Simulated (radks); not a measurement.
Question: Radial electron density D(r) = 4 pi r^2 rho(r) of an atom or ion with 18.3 electrons. Calculated with a radial shooting solver on a logarithmic mesh with Libxc functionals: scalar-relativistic Kohn-Sham, PBE, spin-unpolarised, spherical densities, point nucleus.

```
   r/bohr * D(r) (the largest magnitude, 22.7, reaches the edge; | marks zero)
 0.006793 |    *
 0.007783 |     *
 0.008916 |       *
  0.01022 |         *
   0.0117 |            *
   0.0133 |              *
  0.01524 |                 *
  0.01746 |                     *
     0.02 |                         *
  0.02292 |                              *
  0.02626 |                                   *
  0.03008 |                                        *
  0.03446 |                                            *
  0.03917 |                                                *
  0.04488 |                                                   *
  0.05141 |                                                    *
   0.0589 |                                                     *
  0.06748 |                                                   *
  0.07732 |                                                *
  0.08858 |                                             *
   0.1015 |                                         *
   0.1153 |                                      *
   0.1321 |                                     *
   0.1514 |                                       *
   0.1734 |                                          *
   0.1987 |                                               *
   0.2277 |                                                   *
   0.2608 |                                                      *
   0.2988 |                                                     *
   0.3396 |                                                 *
   0.3891 |                                         *
   0.4458 |                               *
   0.5108 |                      *
   0.5852 |               *
   0.6704 |            *
   0.7681 |            *
     0.88 |             *
        1 |              *
    1.146 |              *
    1.313 |             *
    1.504 |          *
    1.723 |       *
    1.974 |    *
    2.262 |  *
    2.591 | *
    2.945 |*
    3.374 |*
    3.866 |*
    4.429 |*
    5.074 *
    5.813 *
     6.66 *
     7.63 *
    8.672 *
    9.936 *
    11.38 *
```

What is the nuclear charge?

Answer: Z = 19. The innermost maximum, from 1s, lies near gamma/Z bohr with gamma = sqrt(1 - (Z/c)^2) = 0.990, here 0.0521 bohr (found: 0.0557), and its height grows with Z. The density is that of the potassium ion K0.7+ in [Ne] 3s1.3 3p6 4s1; the configuration itself is not fixed sharply by these data, and Z only to about a unit. D(r) has 3 maxima, at r = 0.0557, 0.271, 1.09 bohr, and minima at 0.131, 0.732 bohr, inside which lie 2.16, 10.39 electrons.
